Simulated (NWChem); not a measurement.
System: C₄H₂N₂; SMILES C#C/C=N/C#N

Program: NWChem. Pople sets run with spherical d functions. The geometry was optimised at PBE0/def2-SVP. Level: PBE/6-31G* with COSMO at NWChem's default radii, gas-phase geometry; rows give the dielectric constant.

For dielectric constant 4.8:

dipole in solution (D): 6.54

What are these values for dielectric constant 7.6?


| Property | Result |
|---|---|
| dipole in solution (D) | 6.71 |
